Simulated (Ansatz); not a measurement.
Relaxation of BClFH3O (7 atoms, charge 0, multiplicity 1), to a largest force component of 0.03 eV/Å in at most 50 steps.

These are results of RKS revPBE-D4/def2-SVP (Ansatz), not measurements.

```xyz
7
Properties=species:S:1:pos:R:3
B 0.057 -0.425 -0.403
Cl -0.153 0.078 2.614
H 1.064 0.242 -0.503
F -1.147 0.086 -0.708
O 0.170 -1.762 -0.037
H -0.712 -2.181 0.006
H 0.257 -1.068 2.057
```

Q: Where does it end, and by what steps?

A: The run converged. The force dipped under the threshold on the way, but the program's further checks kept it going. After 25 steps the energy has fallen by 0.078 eV; F4 moved furthest, 1.01 Å.

```tsv
step	energy less start (eV)	largest force component (eV/Å)	accepted
0	0.0000	0.847	yes
1	-0.0299	0.770	yes
2	-0.0447	0.669	yes
3	-0.0380	0.672	no
4	-0.0633	0.164	yes
5	-0.0661	0.089	yes
6	-0.0687	0.128	yes
7	-0.0699	0.085	yes
8	-0.0711	0.113	yes
9	-0.0704	0.276	no
10	-0.0728	0.088	yes
11	-0.0732	0.045	yes
12	-0.0741	0.101	yes
13	-0.0745	0.114	yes
14	-0.0750	0.093	yes
15	-0.0753	0.111	yes
16	-0.0757	0.076	yes
17	-0.0762	0.030	yes
18	-0.0765	0.028	yes
19	-0.0760	0.206	no
20	-0.0769	0.029	yes
21	-0.0765	0.174	no
22	-0.0771	0.054	yes
23	-0.0771	0.099	no
24	-0.0773	0.034	yes
25	-0.0775	0.013	yes
```

```xyz
7
Properties=species:S:1:pos:R:3
B -0.006 -0.396 -0.607
Cl 0.264 -0.320 3.263
H 0.868 0.429 -0.458
F -0.887 -0.291 -1.614
O -0.090 -1.451 0.261
H -0.839 -2.047 0.060
H 0.226 -0.954 2.121
```

Whether the end is a true minimum wasn't checked by a vibrational analysis.

Time of the run: 25 s on 1 thread of AMD EPYC 9R45 96-Core Processor (Zen 5) (shared host), peak memory 0.17 GiB.
